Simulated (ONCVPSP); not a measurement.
**How hard is this H ONCV potential?**

ONCVPSP 4.0.1 input, shortened (lines: element, Z, core and valence counts, functional; n l f; lmax; l rc ep ncon nbas qcut; lloc lpopt rc5 dvloc0; l nproj debl; icmod fcfact rcfact), PBEsol, fully relativistic:

```
  H 1.00    0    1  -116133      upf
    1    0    0.50
    1
    0    0.85    0.00    3    6    7.00
    1    0.75    0.41    4    7   12.20
    4    5    0.70    1.00
    0    2    0.80
    1    2    1.20
    0    0.00    0.00
```

Open shells are filled in proportion to 2j + 1.

For each optimised wave give the share of its norm inside rc, the residual kinetic energy above qcut (Ha) and the cutoffs (Ha) for errors of 10, 1, 0.1 and 0.01 mHa per electron.

```
               wave  norm inside rc  residual KE  10 mHa  1 mHa  0.1 mHa  0.01 mHa
                 1s           0.265      3.5e-04    10.1   19.9     54.1     128.4
      s projector 2           0.108      2.1e-04     8.5   18.0     27.9     109.2
p projector 1 j=3/2           0.016      7.5e-08     3.1    6.7     17.0      34.0
p projector 2 j=3/2           0.027      1.6e-07     5.1   10.1     22.8      41.6
p projector 1 j=1/2           0.016      7.5e-08     3.1    6.7     17.0      34.0
p projector 2 j=1/2           0.027      1.6e-07     5.1   10.1     22.8      41.6
```

The occupied waves need 20 Ha and 54 Ha for 1 and 0.1 mHa.
